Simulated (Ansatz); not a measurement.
Input for Ansatz (an electronic-structure program): R-PBE/def2-TZVPP on H2OSi (SMILES O[SiH]), a point of a torsion scan.

Ansatz 0.2 input:
```yaml
crystal:
  periodic: [false, false, false]
  atoms:
    - {symbol: O, position_ang: [-0.82885120, 0.25951612, 0.20703640]}
    - {symbol: Si, position_ang: [0.72352736, 0.66506914, -0.15236623]}
    - {symbol: H, position_ang: [-1.37036036, -0.41608557, -0.18207431]}
    - {symbol: H, position_ang: [0.46655902, 1.68740226, -1.21172704]}
basis:
  gaussian:
    orbitals: def2-TZVPP
hamiltonian:
  xc: {name: PBE}
scf: {lower_state_search: off}
```

Problem. Predict the final total energy.

Solution. -365.7005 hartree.
